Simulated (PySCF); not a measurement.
SMILES C(O)[CH]O (C2H5O2), doublet, CAM-B3LYP/def2-SVP optimised geometry.

```
9

O      0.76    -1.05     0.00
C      0.28     0.23     0.00
C     -1.20     0.29    -0.06
O     -1.72    -0.50    -1.10
H      1.72    -1.05     0.00
H      0.86     0.99     0.53
H     -1.63    -0.02     0.92
H     -1.52     1.33    -0.22
H     -1.23    -1.33    -1.08
```

Density from unrestricted CAM-B3LYP/def2-TZVP (PySCF 2.14.0) at that geometry.

Minimum of the electron density along straight lines between bonded atoms, close to the bond critical point (lines longer than 1.1 times the sum of covalent radii, or with two minima, are not listed):

```json
[
 {"bond": "O1–C2", "length / Å": "1.364", "ρ at the minimum / e bohr⁻³": "0.284", "∇²ρ there / e bohr⁻⁵": "___", "position (fraction from the first atom)": "0.66"},
 {"bond": "C2–C3", "length / Å": "1.487", "ρ at the minimum / e bohr⁻³": "0.276", "∇²ρ there / e bohr⁻⁵": "___", "position (fraction from the first atom)": "0.51"},
 {"bond": "C3–O4", "length / Å": "1.404", "ρ at the minimum / e bohr⁻³": "0.272", "∇²ρ there / e bohr⁻⁵": "___", "position (fraction from the first atom)": "0.36"},
 {"bond": "O1–H5", "length / Å": "0.964", "ρ at the minimum / e bohr⁻³": "0.358", "∇²ρ there / e bohr⁻⁵": "-2.45", "position (fraction from the first atom)": "0.81"},
 {"bond": "C2–H6", "length / Å": "1.097", "ρ at the minimum / e bohr⁻³": "0.278", "∇²ρ there / e bohr⁻⁵": "-0.97", "position (fraction from the first atom)": "0.65"},
 {"bond": "C3–H7", "length / Å": "1.116", "ρ at the minimum / e bohr⁻³": "0.270", "∇²ρ there / e bohr⁻⁵": "-0.92", "position (fraction from the first atom)": "0.65"},
 {"bond": "C3–H8", "length / Å": "1.101", "ρ at the minimum / e bohr⁻³": "0.281", "∇²ρ there / e bohr⁻⁵": "-1.00", "position (fraction from the first atom)": "0.65"},
 {"bond": "O4–H9", "length / Å": "0.966", "ρ at the minimum / e bohr⁻³": "0.358", "∇²ρ there / e bohr⁻⁵": "-2.42", "position (fraction from the first atom)": "0.80"}
]
```

Q: What belongs in the gaps?

A: 
- O1–C2, ∇²ρ there / e bohr⁻⁵: -0.40
- C2–C3, ∇²ρ there / e bohr⁻⁵: -0.77
- C3–O4, ∇²ρ there / e bohr⁻⁵: -0.67
